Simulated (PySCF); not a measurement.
A run for PySCF: U-TPSSh/def2-TZVPP on HOZr (SMILES [OH][Zr]), 2S+1 = 2, a spin state set in the input, which need not be the lowest. Elements past Kr take the def2 small-core potentials; no spin–orbit coupling.

```python
from pyscf import gto, dft

mol = gto.M(
    atom='''
    Zr   -0.99095800   -0.85460657   -0.88033526
    O     0.18015461    0.18398486    0.14354100
    H     0.77763467    0.71799330    0.66647462
    ''',
    basis='def2-tzvpp',
    ecp={'Zr': 'def2-tzvpp'},
    charge=0, spin=1, verbose=4, max_memory=1800)
mf = dft.UKS(mol, xc='tpssh').density_fit(auxbasis='def2-universal-jkfit')
mf.grids.level = 4
mf.conv_tol = 1e-9
mf.max_cycle = 150
mf.kernel()
mf.dip_moment()
```

Output:

```
PySCF version 2.14.0

[INPUT] verbose = 4
[INPUT] num. atoms = 3
[INPUT] num. electrons = 21
[INPUT] charge = 0
[INPUT] spin (= nelec alpha-beta = 2S) = 1
[INPUT] symmetry False subgroup None
[INPUT] Mole.unit = angstrom
[INPUT] Symbol           X                Y                Z      unit          X                Y                Z       unit  Magmom
[INPUT]  1 Zr    -0.990958000000  -0.854606570000  -0.880335260000 AA   -1.872639220947  -1.614972361554  -1.663592539198 Bohr   0.0
[INPUT]  2 O      0.180154610000   0.183984860000   0.143541000000 AA    0.340442872978   0.347680996466   0.271253177646 Bohr   0.0
[INPUT]  3 H      0.777634670000   0.717993300000   0.666474620000 AA    1.469516551267   1.356810696273   1.259454500774 Bohr   0.0

nuclear repulsion = 33.8303300998943
number of shells = 33
number of NR pGTOs = 138
number of NR cGTOs = 101
basis = def2-tzvpp
ecp = {'Zr': 'def2-tzvpp'}


******** <class 'pyscf.df.df_jk.DFUKS'> ********
method = DFUKS
initial guess = minao
damping factor = 0
level_shift factor = 0
DIIS = <class 'pyscf.scf.diis.CDIIS'>
diis_start_cycle = 1
diis_space = 8
diis_damp = 0
SCF conv_tol = 1e-09
SCF conv_tol_grad = None
SCF max_cycles = 150
direct_scf = False
number electrons alpha = 11  beta = 10
XC library pyscf.dft.libxc version 7.1.2
    S. Lehtola, C. Steigemann, M. J. T. Oliveira, and M. A. L. Marques,  SoftwareX 7, 1–5 (2018)
XC functionals = tpssh
    V. N. Staroverov, G. E. Scuseria, J. Tao, and J. P. Perdew,  J. Chem. Phys. 119, 12129 (2003)
radial grids:
    Treutler-Ahlrichs [JCP 102, 346 (1995); DOI:10.1063/1.469408] (M4) radial grids

becke partition: Becke, JCP 88, 2547 (1988); DOI:10.1063/1.454033
pruning grids: <function nwchem_prune>
grids dens level: 4
symmetrized grids: False
atomic radii adjust function: <function treutler_atomic_radii_adjust>
small_rho_cutoff = 0
Set gradient conv threshold to 3.16228e-05
tot grids = 76832
******** <class 'pyscf.df.df.DF'> ********
auxbasis = def2-universal-jkfit
init E= -117.496832290439
  alpha nocc = 11  HOMO = -0.461985688228744  LUMO = -0.435978909401654

WARN: beta  nocc = 10  HOMO -0.461985710500369 >= LUMO -0.461985688228744


WARN: HOMO -0.461985688228744 >= LUMO -0.461985688228744

cycle= 1 E= -122.200958109667  delta_E= -4.7  |g|= 0.96  |ddm|= 3.34
  alpha nocc = 11  HOMO = 0.0339803389494127  LUMO = 0.0497427185072636
  beta  nocc = 10  HOMO = 0.00488339256308379  LUMO = 0.0356001428261148
  HOMO = 0.0339803389494  LUMO = 0.0356001428261  gap/eV = 0.04408
cycle= 2 E= -121.484103907148  delta_E= 0.717  |g|=  1.4  |ddm|= 5.49
  alpha nocc = 11  HOMO = -0.127751796985495  LUMO = -0.0754730451022322
  beta  nocc = 10  HOMO = -0.140953803302288  LUMO = -0.113368190135301
  HOMO = -0.127751796985  LUMO = -0.113368190135  gap/eV = 0.39140
cycle= 3 E= -122.828130070438  delta_E= -1.34  |g|= 0.159  |ddm|= 5.37
  alpha nocc = 11  HOMO = -0.160889169555114  LUMO = -0.0693759271509432
  beta  nocc = 10  HOMO = -0.143138590184616  LUMO = -0.0944459387069365
  HOMO = -0.143138590185  LUMO = -0.0944459387069  gap/eV = 1.32499
cycle= 4 E= -122.8387120044  delta_E= -0.0106  |g|= 0.0892  |ddm|= 0.351
  alpha nocc = 11  HOMO = -0.157097160825591  LUMO = -0.0611440175394848
  beta  nocc = 10  HOMO = -0.140083606068242  LUMO = -0.0769928584758877
  HOMO = -0.140083606068  LUMO = -0.0769928584759  gap/eV = 1.71679
cycle= 5 E= -122.838154735467  delta_E= 0.000557  |g|= 0.0868  |ddm|= 0.0962
  alpha nocc = 11  HOMO = -0.163587890089655  LUMO = -0.0665042166753182
  beta  nocc = 10  HOMO = -0.144959892321694  LUMO = -0.0826539597890153
  HOMO = -0.144959892322  LUMO = -0.082653959789  gap/eV = 1.69543
cycle= 6 E= -122.841694556353  delta_E= -0.00354  |g|= 0.00947  |ddm|= 0.0785
  alpha nocc = 11  HOMO = -0.165589396126751  LUMO = -0.0686506354608004
  beta  nocc = 10  HOMO = -0.14643022334101  LUMO = -0.084181639854956
  HOMO = -0.146430223341  LUMO = -0.084181639855  gap/eV = 1.69387
cycle= 7 E= -122.841901814017  delta_E= -0.000207  |g|= 0.00408  |ddm|= 0.0474
  alpha nocc = 11  HOMO = -0.165910333370486  LUMO = -0.0690759729557569
  beta  nocc = 10  HOMO = -0.146747560454507  LUMO = -0.0839460642601119
  HOMO = -0.146747560455  LUMO = -0.0839460642601  gap/eV = 1.70892
cycle= 8 E= -122.841984527773  delta_E= -8.27e-05  |g|= 0.00289  |ddm|= 0.0262
  alpha nocc = 11  HOMO = -0.165866825077919  LUMO = -0.0689489408165588
  beta  nocc = 10  HOMO = -0.14652318817015  LUMO = -0.083160862389186
  HOMO = -0.14652318817  LUMO = -0.0831608623892  gap/eV = 1.72418
cycle= 9 E= -122.842052791026  delta_E= -6.83e-05  |g|= 0.00185  |ddm|= 0.027
  alpha nocc = 11  HOMO = -0.166676140616234  LUMO = -0.0695798418508032
  beta  nocc = 10  HOMO = -0.146725870330279  LUMO = -0.0823283188235472
  HOMO = -0.14672587033  LUMO = -0.0823283188235  gap/eV = 1.75235
cycle= 10 E= -122.842135188266  delta_E= -8.24e-05  |g|= 0.00117  |ddm|= 0.0661
  alpha nocc = 11  HOMO = -0.166996625309797  LUMO = -0.0697696714789246
  beta  nocc = 10  HOMO = -0.146721738003404  LUMO = -0.0824504406704241
  HOMO = -0.146721738003  LUMO = -0.0824504406704  gap/eV = 1.74891
cycle= 11 E= -122.842137354743  delta_E= -2.17e-06  |g|= 0.000501  |ddm|= 0.00887
  alpha nocc = 11  HOMO = -0.167086970400505  LUMO = -0.0698075966234472
  beta  nocc = 10  HOMO = -0.146661225457638  LUMO = -0.0825250626192804
  HOMO = -0.146661225458  LUMO = -0.0825250626193  gap/eV = 1.74523
cycle= 12 E= -122.842137532878  delta_E= -1.78e-07  |g|= 0.000273  |ddm|= 0.00158
  alpha nocc = 11  HOMO = -0.16709101226269  LUMO = -0.0698286678926251
  beta  nocc = 10  HOMO = -0.146671794928753  LUMO = -0.0825423837293359
  HOMO = -0.146671794929  LUMO = -0.0825423837293  gap/eV = 1.74505
cycle= 13 E= -122.8421375773  delta_E= -4.44e-08  |g|= 4.07e-05  |ddm|= 0.00066
  alpha nocc = 11  HOMO = -0.167098669526716  LUMO = -0.0698414310611154
  beta  nocc = 10  HOMO = -0.146683136385125  LUMO = -0.0825436084396771
  HOMO = -0.146683136385  LUMO = -0.0825436084397  gap/eV = 1.74533
cycle= 14 E= -122.842137586191  delta_E= -8.89e-09  |g|= 2.15e-05  |ddm|= 0.000431
  alpha nocc = 11  HOMO = -0.167100560100577  LUMO = -0.0698461106846787
  beta  nocc = 10  HOMO = -0.146686327532034  LUMO = -0.082541278184195
  HOMO = -0.146686327532  LUMO = -0.0825412781842  gap/eV = 1.74548
cycle= 15 E= -122.842137590881  delta_E= -4.69e-09  |g|= 2.2e-05  |ddm|= 0.000254
  alpha nocc = 11  HOMO = -0.167100329812959  LUMO = -0.0698473748742334
  beta  nocc = 10  HOMO = -0.146686355082313  LUMO = -0.0825401146058253
  HOMO = -0.146686355082  LUMO = -0.0825401146058  gap/eV = 1.74551
cycle= 16 E= -122.842137593814  delta_E= -2.93e-09  |g|= 2.05e-05  |ddm|= 0.000107
  alpha nocc = 11  HOMO = -0.167099478091765  LUMO = -0.0698438000282046
  beta  nocc = 10  HOMO = -0.14668579871649  LUMO = -0.0825391474396887
  HOMO = -0.146685798716  LUMO = -0.0825391474397  gap/eV = 1.74552
cycle= 17 E= -122.842137588441  delta_E= 5.37e-09  |g|= 1.85e-05  |ddm|= 0.000199
  alpha nocc = 11  HOMO = -0.16709848320764  LUMO = -0.0698355403646167
  beta  nocc = 10  HOMO = -0.146685851370588  LUMO = -0.0825413082454526
  HOMO = -0.146685851371  LUMO = -0.0825413082455  gap/eV = 1.74546
cycle= 18 E= -122.842137577878  delta_E= 1.06e-08  |g|= 1.1e-05  |ddm|= 0.000612
  alpha nocc = 11  HOMO = -0.167099287196452  LUMO = -0.0698313675460768
  beta  nocc = 10  HOMO = -0.146685376465101  LUMO = -0.0825398488306816
  HOMO = -0.146685376465  LUMO = -0.0825398488307  gap/eV = 1.74549
cycle= 19 E= -122.842137576392  delta_E= 1.49e-09  |g|= 5.7e-06  |ddm|= 0.000329
  alpha nocc = 11  HOMO = -0.167099991651193  LUMO = -0.0698317045382087
  beta  nocc = 10  HOMO = -0.146685578016029  LUMO = -0.0825399694710731
  HOMO = -0.146685578016  LUMO = -0.0825399694711  gap/eV = 1.74549
cycle= 20 E= -122.842137576922  delta_E= -5.29e-10  |g|= 5.16e-06  |ddm|= 8.24e-05
  alpha nocc = 11  HOMO = -0.167099820139348  LUMO = -0.0698314547466061
  beta  nocc = 10  HOMO = -0.146685435543706  LUMO = -0.0825395991571502
  HOMO = -0.146685435544  LUMO = -0.0825395991572  gap/eV = 1.74550
Extra cycle  E= -122.842137577286  delta_E= -3.64e-10  |g|= 4.97e-06  |ddm|= 5.22e-05
converged SCF energy = -122.842137577286  <S^2> = 0.87312495  2S+1 = 2.1195518
Dipole moment(X, Y, Z, Debye):  0.87703,  0.78277,  0.76747
```

The run converged.

Cost: very roughly 30 core-seconds.
